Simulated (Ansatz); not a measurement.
The pair A = GeH4 (SMILES [GeH4]) (first 5 atoms), B = CH3NO (SMILES NC=O); geometry from B3LYP-D3(BJ)/def2-TZVP.
(charge 0, multiplicity 1):
```json
[
 {"atom": "Ge", "x (Å)": "-0.1518", "y (Å)": "-0.5140", "z (Å)": "-0.0019"},
 {"atom": "H", "x (Å)": "-1.4949", "y (Å)": "0.1435", "z (Å)": "0.3230"},
 {"atom": "H", "x (Å)": "0.0505", "y (Å)": "-0.5341", "z (Å)": "-1.5309"},
 {"atom": "H", "x (Å)": "-0.0760", "y (Å)": "-1.9445", "z (Å)": "0.5369"},
 {"atom": "H", "x (Å)": "0.9963", "y (Å)": "0.3265", "z (Å)": "0.5924"},
 {"atom": "N", "x (Å)": "1.1694", "y (Å)": "0.6414", "z (Å)": "3.6725"},
 {"atom": "C", "x (Å)": "0.0456", "y (Å)": "-0.0391", "z (Å)": "3.9966"},
 {"atom": "O", "x (Å)": "-0.7019", "y (Å)": "-0.5644", "z (Å)": "3.2005"},
 {"atom": "H", "x (Å)": "1.4282", "y (Å)": "0.7353", "z (Å)": "2.7027"},
 {"atom": "H", "x (Å)": "1.7486", "y (Å)": "1.0561", "z (Å)": "4.3805"},
 {"atom": "H", "x (Å)": "-0.1321", "y (Å)": "-0.0722", "z (Å)": "5.0867"}
]
```

Frozen-core correlation. Filled d and f shells under p-block atoms count as core. MP2 and its Hartree–Fock in aug-cc-pVTZ are density fitted.

The values were computed with Ansatz (Gaussian orbitals). 

The counterpoise-corrected interaction energy is E(AB) − E(A in the pair's basis) − E(B in the pair's basis). Total energies (hartree):

| level | AB | A in the pair's basis | B in the pair's basis |
|---|---|---|---|
| HF/aug-cc-pVDZ | -2246.6086151 | -2077.6440707 | -168.9640367 |
| MP2/aug-cc-pVDZ | -2247.2401622 | -2077.7624146 | -169.4742902 |
| HF/aug-cc-pVTZ | -2246.7234780 | -2077.7179416 | -169.0050138 |
| MP2/aug-cc-pVTZ | -2247.4841271 | -2077.8593285 | -169.6208529 |
| CCSD(T)/aug-cc-pVDZ | -2247.3091577 | -2077.7959435 | -169.5096814 |

Question: Work out the counterpoise-corrected interaction energy at the basis-set limit: extrapolate the MP2 correlation part as X⁻³, take Hartree–Fock from the larger set, and add the CCSD(T) − MP2 difference of aug-cc-pVDZ.

Answer: 
1. Differences (1 hartree = 627.509 kcal/mol): HF/aug-cc-pVDZ -0.319; MP2/aug-cc-pVDZ -2.169; HF/aug-cc-pVTZ -0.328; MP2/aug-cc-pVTZ -2.476; CCSD(T)/aug-cc-pVDZ -2.217.
2. Correlation parts, MP2 less HF: -1.851 in aug-cc-pVDZ (X = 2), -2.148 in aug-cc-pVTZ (X = 3).
3. Limit (3³·(-2.148) − 2³·(-1.851))/(3³ − 2³) = -2.273; with HF/aug-cc-pVTZ it gives -2.601.
4. CCSD(T) less MP2 in aug-cc-pVDZ: -0.047.
Result: -2.65 kcal/mol, against -2.17 at MP2/aug-cc-pVDZ. It is an estimate of this method's limit, not of the exact value.

Ansatz is a quantum-chemistry and plane-wave program.
